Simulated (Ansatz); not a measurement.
C2H6O2Si can be A, `O=C(O)C[SiH3]`, or B, `OC(O)=C[SiH3]`.

Isolated molecules relaxed with PBE0-D4/def2-TZVP in Ansatz; ΔE leaves out vibrations. CCSD(T)/CBS is the MP2 limit (def2-TZVPP, def2-QZVPP) plus CCSD(T) − MP2 in def2-TZVPP, frozen cores. Functionals use def2-TZVPP. B3LYP here is the variant with VWN-RPA as its local correlation; programs differ in this. One conformer a species, not always the lowest.

Question: Which isomer does CCSD(T)/CBS put lower? Give the gap. (Estimate.)

Answer: Computed: A, by 21.4 kcal/mol.

Question: Give E(B) − E(A) in kcal/mol with B3LYP, PBE0-D4, r2SCAN-D4, B2PLYP, HF/def2-TZVPP, CCSD/def2-TZVPP, MP2/def2-TZVPP. (Best estimate.)

Answer: Ansatz gave: B3LYP 21.4, PBE0-D4 21.1, r2SCAN-D4 21.3, B2PLYP 22.3, HF/def2-TZVPP 23.1, CCSD/def2-TZVPP 22.3, MP2/def2-TZVPP 22.4. None reverses the order clearly.

Largest T1 diagnostic: 0.014.
